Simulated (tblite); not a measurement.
C6H11NO2.
Cartesian coordinates in Å at the GFN2-xTB level; atoms count from 1:
```
atom  x, y, z in Å
C1     2.107   -0.153    1.295
C2     1.692    0.077   -0.148
O3     0.533   -0.701   -0.414
C4     0.068   -0.636   -1.736
N5    -0.952    0.328   -2.007
C6    -1.527    0.945   -1.077
C7    -1.286    0.833    0.405
C8    -2.067   -0.283    1.053
O9    -0.622    1.636    1.013
H10    1.336    0.223    1.960
H11    2.248   -1.215    1.478
H12    3.035    0.373    1.497
H13    2.494   -0.231   -0.835
H14    1.481    1.142   -0.311
H15    0.888   -0.439   -2.442
H16   -0.359   -1.618   -1.981
H17   -2.293    1.660   -1.363
H18   -1.910   -0.272    2.129
H19   -1.744   -1.238    0.646
H20   -3.126   -0.156    0.834
```

All values are computed: GFN2-xTB (tblite) harmonic vibrations without scaling, gas phase. Against measured fundamentals such values can be off by several per cent, at times by over 20. One conformer, not necessarily the lowest.

Harmonic wavenumbers (cm⁻¹): 47.2, 58.6, 76.2, 120.3, 133.8, 144.2, 216.0, 225.7, 273.1, 302.1, 427.5, 446.2, 523.3, 554.4, 736.7, 819.7, 820.9, 834.1, 889.5, 974.7, 979.5, 1003.1, 1021.2, 1042.0, 1092.5, 1135.7, 1148.7, 1152.7, 1230.4, 1255.6, 1259.5, 1306.4, 1346.7, 1358.1, 1400.9, 1429.2, 1443.5, 1452.3, 1475.0, 1485.2, 1488.6, 1741.3, 1765.9, 2861.7, 2878.4, 2900.5, 2903.4, 3000.2, 3016.5, 3045.1, 3047.8, 3051.2, 3052.4, 3064.9.

A = 2025, B = 1522, C = 1103 MHz; mass 129.079 u (most abundant isotopes); point group C1, symmetry number 1.

Problem. What is the zero-point energy?

Solution. ½Σν̃ = 35730 cm⁻¹ = 102.16 kcal/mol.

Problem. What is S at 298.15 K and 1 bar for an ideal gas of classical rigid rotors and harmonic oscillators?

Solution. Translation 40.51, rotation 28.94, vibration 33.79: S = 103.2 cal/(mol K).

Problem. And Cp and H(298.15 K) − H(0)?

Solution. Cp = 39.34 cal/(mol K), of which vibrations give 31.39 (their classical limit is 54 R = 107.3); H(298.15 K) − H(0) = 7.45 kcal/mol without the zero-point energy, 5.08 from vibrations.

Problem. How do the functions run with temperature in this model?

Solution. 
| T (K) | S (cal/(mol K)) | Cp (cal/(mol K)) | H − H(0) (kcal/mol) | G − H(0) (kcal/mol) | ln q(vib) |
| --- | --- | --- | --- | --- | --- |
| 150 | 81.5 | 26.0 | 2.64 | -9.58 | 3.94 |
| 250 | 96.7 | 34.7 | 5.67 | -18.52 | 7.03 |
| 400 | 116.2 | 49.3 | 11.97 | -34.51 | 11.30 |
| 600 | 139.5 | 65.7 | 23.56 | -60.13 | 16.69 |
| 900 | 169.5 | 81.9 | 45.91 | -106.61 | 24.24 |

q(vib) and H(0) count from the zero-point level.

Problem. Which modes carry the vibrational entropy at 298.15 K?

Solution. 47.2 cm⁻¹: 4.93; 58.6 cm⁻¹: 4.50; 76.2 cm⁻¹: 3.99; 120.3 cm⁻¹: 3.10; 133.8 cm⁻¹: 2.89; 144.2 cm⁻¹: 2.75 cal/(mol K); the other 48 give 11.64 together.

Problem. What must be added to the electronic energy to get the Gibbs energy at 298.15 K and 1 bar?

Solution. ZPE + [H(298.15 K) − H(0)] − T·S = 102.16 + 7.45 − 30.78 = 78.83 kcal/mol.

Problem. Blend soft modes into free rotors: weight 1/[1 + (100 cm⁻¹/ν̃)⁴] for the oscillator and the rest for a rotor with moment μB/(μ + B), μ = h/(8π²ν), B = 10⁻⁴⁴ kg m². What vibrational entropy results?

Solution. 30.64 cal/(mol K) in place of 33.79, which changes −T·S at 298.15 K by +0.94 kcal/mol.

Hindered rotation and anharmonicity are outside this model. Other conformers, if any are populated, would add a mixing term that is left out. The structure is chiral; the term R ln 2 for an equal mix with its mirror image is left out.
